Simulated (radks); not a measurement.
Results of a calculation; reference values are marked as such.
Spherical quantum dot in the effective-mass picture: electrons in a well V = -V0 / (1 + exp((r - R)/a)) with V0 = 24, R = 2.44, a = 0.23, with a point charge +2 (a donor) at the centre, all in effective atomic units (hartree* = m*/eps^2 hartree, bohr* = eps/m* bohr), one dielectric constant everywhere. Level of theory: non-relativistic Kohn-Sham, LDA (Slater exchange, Perdew-Wang correlation), spin-polarised, spherical densities (a radial shooting solver with Libxc functionals). Levels are named by radial order and angular momentum (1s, 1p, 1d, 2s, ...), and open shells are averaged over m. Results are scaled to m* = 0.082 and eps = 12.6, for which hartree* = 14.05 meV and bohr* = 8.131 nm.

N = 9, configuration 1s2 1p6 2s(up 1, down 0). This is the lowest configuration that the search found. Occupied and some empty levels:

| level | occupation | eigenvalue (meV) | <r> (nm) |
|---|---|---|---|
| 1s up | 1 | -270.66 | 7.585 |
| 1s down | 1 | -269.59 | 7.796 |
| 1p up | 3 | -251.66 | 11.08 |
| 1p down | 3 | -251.28 | 11.08 |
| 2s up | 1 | -238.99 | 9.584 |
| 2s down | 0 | -237.52 | 9.511 |
| 1d up | 0 | -234.36 | 12.32 |
| 1d down | 0 | -233.98 | 12.31 |
| 1f up | 0 | -214.24 | 13.18 |
| 1f down | 0 | -213.83 | 13.17 |
| 2p up | 0 | -203.61 | 10.60 |
| 2p down | 0 | -203.00 | 10.65 |
| 1g up | 0 | -191.34 | 13.88 |
| 1g down | 0 | -190.90 | 13.88 |

Energy (meV): total -2671.10, kinetic 223.83, external -3227.5, Hartree 405.84, exchange-correlation -73.227.
